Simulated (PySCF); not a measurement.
Er⁵⁴⁺ (erbium, charge +54): Hartree-Fock from Schrödinger to Dirac-Coulomb-Breit

Occupied: 1s1/2, 2s1/2, 2p1/2, 2p3/2, 3s1/2, 3p1/2. Hartree-Fock calculated with PySCF 2.14 in an even-tempered Gaussian basis (17 s from 6.7 bohr⁻², ratio 2.7; 14 p from 8.1 bohr⁻², ratio 2.7), Gaussian nucleus throughout. NR is non-relativistic, sf-X2C the spin-free one-electron X2C Hamiltonian, X2C adds the bare one-electron spin-orbit term, X2C-SNSO screens it by Boettger's factors, DC is four-component Dirac-Coulomb, and the Gaunt and Breit terms are added at first order (total energies over the DC spinors, levels after relaxing the spinors in that mean field). QED terms are absent. Levels marked empty are virtual spinors of this ion; the basis has s and p functions only, so 3d, which can lie below the n = 4 levels, is absent.

```tsv
Hamiltonian	E (hartree)	E − E(DC) (hartree)	CPU seconds
X2C	-10003.9167	3.1566	0.35
X2C-SNSO	-10002.9065	4.1668	0.35
DC	-10007.0733	0.0000	18
DC+Gaunt	-9995.2878	11.7854	30
DC+Breit	-9996.3562	10.7171	85
```

| level (eV) | X2C | X2C-SNSO | DC | DC+Gaunt | DC+Breit |
| --- | --- | --- | --- | --- | --- |
| 1s1/2 | -61838.2 | -61839.4 | -61903.1 | -61717.2 | -61729.9 |
| 2s1/2 | -13702.2 | -13702.7 | -13711.4 | -13691.4 | -13692.9 |
| 2p1/2 | -13291.0 | -13267.9 | -13272.9 | -13238.8 | -13242.3 |
| 2p3/2 | -12299.1 | -12307.4 | -12313.7 | -12291.0 | -12294.4 |
| 3s1/2 | -5477.0 | -5477.1 | -5479.2 | -5474.2 | -5474.8 |
| 3p1/2 | -5338.0 | -5332.1 | -5333.4 | -5324.7 | -5325.8 |
| 3p3/2 (empty) | -4975.1 | -4977.3 | -4978.6 | -4973.0 | -4974.2 |
| 4s1/2 (empty) | -2843.3 | -2843.3 | -2844.0 | -2842.2 | -2842.5 |

```tsv
interval (eV)	X2C	X2C-SNSO	DC	DC+Gaunt	DC+Breit
2p3/2 − 2p1/2	991.9	960.5	959.2	947.8	947.9
```

Weight of the small component: 1s1/2 0.0648, 2s1/2 0.0149, 2p1/2 0.0148, 2p3/2 0.0137, 3s1/2 0.00569, 3p1/2 0.00564, 3p3/2 0.00528, 4s1/2 0.00267.

Koopmans' value for the highest occupied level at DC+Breit: 5325.8 eV, against an ionisation energy of 5329 ± 5 eV (theoretical estimate listed by NIST; NIST Atomic Spectra Database, ionization energies); the former lacks relaxation, correlation, QED and recoil.

The whole ladder took 140 s of wall time on 1 thread of Neoverse-N1 (shared host), launched as `OMP_NUM_THREADS=1 python relrun2.py TASK.json OUT` (a driver that calls PySCF for each Hamiltonian).
